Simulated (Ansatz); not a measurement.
Computed with PBE0-D3(BJ)/def2-TZVP run with Ansatz (an electronic-structure program). No frequencies were computed at this level.

Ansatz 0.2 input:
```yaml
crystal:
  periodic: [false, false, false]
  atoms:
    - { symbol: F, position_ang: [-1.720773, -0.286351, 0.000007] }
    - { symbol: Al, position_ang: [-0.243794, 0.471441, 0.0] }
    - { symbol: Br, position_ang: [1.964567, -0.18509, -0.000007] }
basis:
  gaussian: { orbitals: def2-tzvp }
hamiltonian:
  xc: pbe0
  dispersion: d3bj
relax:
  max_steps: 150
magnetization:
  spin_polarized: true
  initial_magnetization: 1
```

Output:

```
Functional definition: PBE0
848 factors; their error is unknown
mean field evaluation 1: about -79347.3915 eV, gradient 2.8e1 eV
mean field evaluation 2: about -79340.1082 eV, gradient 5.7e1 eV
mean field evaluation 4: about -79349.9657 eV, gradient 2.1e0 eV
mean field evaluation 8: about -79350.4450 eV, gradient 9.4e-2 eV
mean field evaluation 16: about -79350.4450 eV, gradient 3.4e-5 eV
mean field -79350.44501940 eV, -2916.0750687996 hartree, gradient 3.4e-5 eV, S^2 0.752351; 0 other end points of the search recorded, 0 dependent functions left out
reference -79350.44504450 eV, -2916.0750697219 hartree; 29, 28 occupied and 87, 88 virtual orbitals, 848 factors
relax step   1: F+E_penalty+E_count = -79350.49279042 eV  Δ(F+E_penalty+E_count) = +0.000e0 eV  max|allowed force component| = 4.743e-1 eV/Å  Δτ_max = 0.0000 Å  (29 SCF iters, accepted)
these checks for a lower state are left out or cut short: starts, cluster_reference, orbital_swaps, neighbouring_geometries, increment
848 factors; their error is unknown
mean field -79350.52506011 eV, -2916.0780102414 hartree, gradient 2.1e-5 eV, S^2 0.752054; 0 other end points of the search recorded, 0 dependent functions left out
reference -79350.52508528 eV, -2916.0780111664 hartree; 29, 28 occupied and 87, 88 virtual orbitals, 848 factors
relax step   2: F+E_penalty+E_count = -79350.57411209 eV  Δ(F+E_penalty+E_count) = -8.132e-2 eV  max|allowed force component| = 9.136e-1 eV/Å  Δτ_max = 0.1950 Å  (36 SCF iters, accepted)
these checks for a lower state are left out or cut short: starts, cluster_reference, orbital_swaps, neighbouring_geometries, increment
848 factors; their error is unknown
mean field evaluation 32: about -79350.5506 eV, gradient 1.8e-5 eV
mean field -79350.55056942 eV, -2916.0789476911 hartree, gradient 1.8e-5 eV, S^2 0.751985; 0 other end points of the search recorded, 0 dependent functions left out
reference -79350.55059476 eV, -2916.0789486224 hartree; 29, 28 occupied and 87, 88 virtual orbitals, 848 factors
relax step   3: F+E_penalty+E_count = -79350.59953476 eV  Δ(F+E_penalty+E_count) = -2.542e-2 eV  max|allowed force component| = 4.034e-1 eV/Å  Δτ_max = 0.0392 Å  (33 SCF iters, accepted)
these checks for a lower state are left out or cut short: starts, cluster_reference, orbital_swaps, neighbouring_geometries, increment
848 factors; their error is unknown
mean field -79350.55715179 eV, -2916.0791895890 hartree, gradient 1.9e-5 eV, S^2 0.751902; 0 other end points of the search recorded, 0 dependent functions left out
reference -79350.55717710 eV, -2916.0791905188 hartree; 29, 28 occupied and 87, 88 virtual orbitals, 848 factors
relax step   4: F+E_penalty+E_count = -79350.60630404 eV  Δ(F+E_penalty+E_count) = -6.769e-3 eV  max|allowed force component| = 4.457e-2 eV/Å  Δτ_max = 0.0199 Å  (33 SCF iters, accepted)
these checks for a lower state are left out or cut short: starts, cluster_reference, orbital_swaps, neighbouring_geometries, increment
848 factors; their error is unknown
mean field -79350.55741132 eV, -2916.0791991264 hartree, gradient 2.0e-5 eV, S^2 0.751883; 0 other end points of the search recorded, 0 dependent functions left out
reference -79350.55743658 eV, -2916.0792000548 hartree; 29, 28 occupied and 87, 88 virtual orbitals, 848 factors
relax step   5: F+E_penalty+E_count = -79350.60663353 eV  Δ(F+E_penalty+E_count) = -3.295e-4 eV  max|allowed force component| = 8.564e-3 eV/Å  Δτ_max = 0.0083 Å  (33 SCF iters, accepted)
848 factors; their error is unknown
mean field evaluation 64: about -79350.5574 eV, gradient 8.4e-2 eV
mean field -79350.55741132 eV, -2916.0791991264 hartree, gradient 2.0e-5 eV, S^2 0.751883; 1 other end points of the search recorded, 0 dependent functions left out
reference -79350.55743658 eV, -2916.0792000548 hartree; 29, 28 occupied and 87, 88 virtual orbitals, 848 factors
Total energy: -79350.60665880 eV, -2916.0810089378 hartree
Atom 0 at    -1.562102    -0.379175     0.000007 Å, force     0.007776     0.002427    -0.000000 eV/Å
Atom 1 at    -0.261176     0.633127    -0.000000 Å, force    -0.008564     0.000171     0.000000 eV/Å
Atom 2 at     1.823279    -0.253953    -0.000006 Å, force     0.000788    -0.002597     0.000000 eV/Å
Dipole moment:     0.004007     0.331224    -0.000001 e Å
```

Cost: roughly 50 core-seconds.
